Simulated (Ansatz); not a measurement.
Gas-phase electronic energies from Ansatz, PBE0-D4/def2-TZVP geometries. CCSD(T)/CBS is the MP2 limit (def2-TZVPP, def2-QZVPP) plus CCSD(T) − MP2 in def2-TZVPP, frozen cores. For Ge, Se outer-core shells are correlated without core-valence functions, which leaves a few kJ/mol of doubt a bond. Scalar relativity is left out up to krypton. Each species was taken in one conformer, which may not be the lowest.

Consider the formal exchange of groups at a Ge–O bond: `NB(F)[O][GeH3]` + `CC=[Se]` → `C[C]([GeH3])=[Se]` + `NB(O)F`.

`NB(F)[O][GeH3]`:

Cartesian coordinates in Å:
```
N 1.958 0.854 0.551
B 0.789 0.093 0.422
F 0.647 -1.002 1.204
O -0.191 0.421 -0.454
Ge -1.709 -0.501 -0.675
H 2.688 0.617 1.198
H 2.123 1.676 0.001
H -2.484 -0.508 0.650
H -2.459 0.276 -1.763
H -1.364 -1.925 -1.133
```

`CC=[Se]`:

Cartesian coordinates in Å:
```
C -0.038 -0.457 -0.510
C -0.055 0.502 0.615
Se 1.255 1.560 1.098
H -0.852 -0.225 -1.207
H -0.240 -1.469 -0.139
H 0.912 -0.446 -1.043
H -0.983 0.535 1.187
```

`C[C]([GeH3])=[Se]`:

```xyz
10

C    -1.298    0.053   -0.679
C     0.085   -0.478   -0.542
Ge    1.163    0.224    0.945
Se    0.765   -1.677   -1.637
H    -1.825   -0.385   -1.527
H    -1.271    1.144   -0.792
H    -1.865   -0.138    0.240
H     2.546   -0.429    0.939
H     0.424   -0.066    2.266
H     1.277    1.753    0.788
```

`NB(O)F`:

```xyz
7

N     0.347    0.754   -0.432
B     0.041   -0.236    0.519
O    -0.773   -1.311    0.315
F     0.586   -0.136    1.736
H     0.958    1.518   -0.205
H    -0.007    0.774   -1.370
H    -1.152   -1.363   -0.563
```

| species | HF/CBS(def2) energy (Eh) |
| --- | --- |
| `NB(F)[O][GeH3]` | -2332.08099 |
| `CC=[Se]` | -2477.96330 |
| `C[C]([GeH3])=[Se]` | -4554.53203 |
| `NB(O)F` | -255.48325 |

Q: Work out ΔE.

A: ΔE = (-4554.53203) + (-255.48325) − (-2332.08099) − (-2477.96330) = 0.02901 Eh = +76.2 kJ/mol. CCSD(T)/CBS gives +45.2 kJ/mol.

Largest T1 diagnostic among the species: 0.016.

The D4 term adds −5.1 kJ/mol with B3LYP and −2.7 kJ/mol with PBE0; it sums over pairs of atoms, weighted by their polarisabilities, and B3LYP, whose exchange is more repulsive, gets the larger term. In def2-TZVPP, CCSD(T) changes the Hartree–Fock value by −24.7 kJ/mol (the triples alone add −3.3 kJ/mol) and MP2 by −29.5 kJ/mol.

B3LYP here is the variant with VWN-RPA as its local correlation; programs differ in this.
